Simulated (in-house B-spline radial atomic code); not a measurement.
Values are calculated unless marked as measured or tabulated.
Stopping and range of 5 keV In in Si

The pair potential comes from two frozen, spherical free-atom densities (PBE, B-spline radial code, scalar-relativistic past argon): electrostatics plus the change in Thomas-Fermi kinetic and Dirac exchange energy where they overlap, the recipe behind the universal ZBL potential, which averages such potentials (from solid-state densities) over many pairs. It is written V = (Z1 Z2 e²/r) φ(r/a), with e² = 14.3996 eV·Å and a = 0.46850 Å/(Z1^0.23 + Z2^0.23); ZBL's fit is φ = 0.18175 e^(−3.1998x) + 0.50986 e^(−0.94229x) + 0.28022 e^(−0.4029x) + 0.02817 e^(−0.20162x). Where φ falls below 4e-4 it is continued as an exponential.

The target is taken as amorphous, with density 2.329 g/cm³ (NSM archive of the Ioffe Institute); channelling is ignored. Masses: In 114.82, Si 28.09 u. Nuclear stopping is S_n = 4π a Z1 Z2 e² M1/(M1 + M2) × s_n(ε), with s_n integrated over impact parameters for each pair. Electronic stopping is Lindhard and Scharff's S_e = Z1^(1/6) 8π e² a0 Z1 Z2/(Z1^(2/3) + Z2^(2/3))^(3/2) × v/v0, with a0 = 0.529177 Å and v = v0 at 24.801 keV/u; it misses the oscillations with Z1 seen in experiment, which reach tens of per cent. Compounds add by atom fraction.

```csv
target atom,a (Å),ε at this energy,"s_n, this pair","s_n, ZBL potential"
Si,0.10940,0.01088,0.1754,0.1693
```

(1) What are the atom density and the stopping powers at entry?

Along the track:

```tsv
E (keV)	N S_n (eV/nm)	N S_e (eV/nm)
0.25	224	14
0.75	400	24.2
1.5	564	34.2
2.5	715	44.2
3.75	852	54.1
5	956	62.5
```

(2) Estimate the path length and the projected range.

Answers

(1) N = 2.329 × 0.602214/28.09 = 0.04993 atoms/Å³. For Si: S_n = 10910 × 0.1754 = 1914 eV·Å², S_e = 1.7703 × √5000 = 125.2 eV·Å². Averaged over the target's atoms and times N × 10 Å/nm, the ion loses N S_n = 956 eV/nm to recoils and N S_e = 62.5 eV/nm to electrons; the nuclear share is 94 %.

(2) With continuous slowing down the path is the integral of dE/(N (S_n + S_e)). Trapezoids over the table give 7.46 nm, and the stretch below the first row, with stopping taken as √E, adds 2E/(N S) = 2.1 nm: 9.57 nm in all, against 9.32 nm on a fine grid from 5 eV. Deflections shorten the depth: to first order in the energy passed on, N (S_n + S_e) dR_p/dE = 1 − N S_n (M2/M1) R_p/(2E), summed over the target's atoms, and integrating this on the fine grid gives R_p = 7.64 nm, 0.82 of the path. Lindhard's rule of thumb R/(1 + M2/3M1), with mean M2/M1 = 0.24, gives 8.62 nm. On the ZBL potential the same equation gives 7.84 nm, and the full integral equation, which keeps hard collisions, 7.87 nm.
